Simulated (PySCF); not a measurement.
Br₂, SMILES BrBr (connectivity only; charge and spin as stated), charge -1, multiplicity 2.

Geometry optimised at PBE0-D3(BJ)/def2-TZVPD.

Level of theory: PySCF with PBE0-D3(BJ)/def2-TZVPD.

Frequencies are harmonic and unscaled.

```csv
mode,ν (cm⁻¹),IR (km/mol),moving atoms (share of kinetic energy)
1,141,0.0,Br 100 %
```
